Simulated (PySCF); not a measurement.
Species: C6H10AlN.
Numbering: `[CH3:1][c:2]1[cH:3][cH:4][cH:5][n+:6]([AlH3-:7])[cH:8]1` (hydrogens: H9, H10, H11 on C1; H12 on C3; H13 on C4; H14 on C5; H15, H16, H17 on Al7; H18 on C8)

Vertical excitations from PySCF (density fitting, frozen core in the response, grid level 2 and gas phase unless stated; continuum runs use non-equilibrium linear response for the excitations) on a GFN2-xTB geometry. Reference run:

```tsv
settings	S1, eV (f)	S2, eV (f)	S3, eV (f)	S4, eV (f)	S5, eV (f)	S6, eV (f)	T1, eV (Tamm–Dancoff)	mean α (au)
PBE0/def2-SVPD, full TDDFT, 6 singlets	4.13 (0.034)	4.26 (0.002)	4.80 (0.023)	4.99 (0.001)	5.48 (0.083)	5.64 (0.003)	3.82	107.6
```

Q: What do these settings give: KT2/def2-SVPD, full TDDFT, 1 singlet?

A: 
```
                            settings    S1, eV (f)  S2, eV (f)  S3, eV (f)  S4, eV (f)  S5, eV (f)  S6, eV (f)  T1, eV (Tamm–Dancoff)  mean α (au)
KT2/def2-SVPD, full TDDFT, 1 singlet  3.18 (0.031)           –           –           –           –           –                      –        113.4
```

S1 moves by -0.95 eV (KT2 has no exact exchange, PBE0 25 % exact exchange). States are counted by energy in each run and needn't keep their character from row to row.

KT2 was designed for NMR shieldings or shifts; total energies of different functionals aren't comparable.

Q: Give the leading configurations of S1 (H = HOMO, L = LUMO) and the HOMO–LUMO gap of each run.

A: 
```
                              settings  S1 configurations (weight)  S1 (eV)  orbital gap (eV)  S1 − gap (eV)
PBE0/def2-SVPD, full TDDFT, 6 singlets                    H→L 0.99     4.13              5.05          -0.92
  KT2/def2-SVPD, full TDDFT, 1 singlet                    H→L 0.98     3.18              3.07          +0.11
```

